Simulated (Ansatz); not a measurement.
Ideal-gas functions of AlClH₄N₂, SMILES `[NH2][Al]([NH2])[Cl]` at 600 K and 1 bar, from an Ansatz frequency run at PBE0-D4/def2-TZVP.

Molar mass 94.48 g/mol, point group C2v (symmetry number 2), electronic degeneracy 1, moments of inertia 84.823, 159.465, 244.288 u Å². Harmonic wavenumbers (cm⁻¹, unscaled): 168, 186, 246, 247, 332, 350, 377, 479, 622, 692, 806, 910, 1560, 1570, 3620, 3622, 3712, 3712.

Use S(trans) = R[1.5 ln M + 2.5 ln T − 1.1517]; rotational temperatures θ = 24.2544 K / I; S(rot) = R[ln(√π/σ · √(T³/θAθBθC)) + 1.5]; for each mode x = 1.438777 ν̃/T, S = R[x/(eˣ − 1) − ln(1 − e⁻ˣ)] and H = RT x/(eˣ − 1); 1 cm⁻¹ = 0.0119627 kJ/mol; R = 8.31446 J/(mol·K).

Problem. By hand: the entropy, in J/(mol·K).

Solution. Translation 180.1. Rotation: θ = 0.2859, 0.1521, 0.0993 K, giving 113.9. Vibration, mode by mode: 15.93, 15.10, 12.82, 12.79, 10.43, 10.01, 9.43, 7.60, 5.72, 5.00, 4.02, 3.30, 0.96, 0.94, 0.01, 0.01, 0.01, 0.01, in all 114.1. Electronic 0.0. Sum 408.1 J/(mol·K).

Problem. By hand: H − E and G − E in kJ/mol, counted from the electronic energy.

Solution. Zero-point energy ½ × 23211 × 0.0119627 = 138.8; thermal vibration 35.6; translation, rotation and pV give 4 RT = 20.0. H − E = 194.4 kJ/mol, and G − E = 194.4 − 600 × 408.1/1000 = -50.5 kJ/mol.

Vibration gives 28 % of the entropy. The sum counts one conformer and one mirror image; others add a mixing term.
